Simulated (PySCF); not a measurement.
Computed shifts of a molecule C4H4ClF, PBE/pcSseg-1 in PySCF, GIAO, gas phase, atoms alike by connectivity averaged where their shifts nearly agree, in ppm (number of nuclei): ¹⁹F: -112.7 (1). ¹³C: 154.3 (1), 106.9 (1), 34.8 (1), 31.2 (1). ¹H: 2.91 (2), 2.45 (2). References: ¹⁹F against CFCl3 (σ = 133.6 ppm); ¹³C against TMS (σ = 182.0 ppm); ³⁵Cl against HCl (σ = 936.5 ppm); ¹H against TMS (σ = 31.49 ppm), references at their B3LYP-D3(BJ)/def2-TZVP geometries, non-relativistic (without spin–orbit terms, shifts of atoms bonded to Cl or Br come out too high). Geometry optimised at PBE0-D3(BJ)/def2-SVP. One conformer was computed; it need not be the lowest.

Question: Which molecule gave these data?
(A) CC(Cl)=C=CF
(B) CC(F)=C=CCl
(C) FC1=C(Cl)CC1
(D) FC=C=CCCl

Answer: C, FC1=C(Cl)CC1
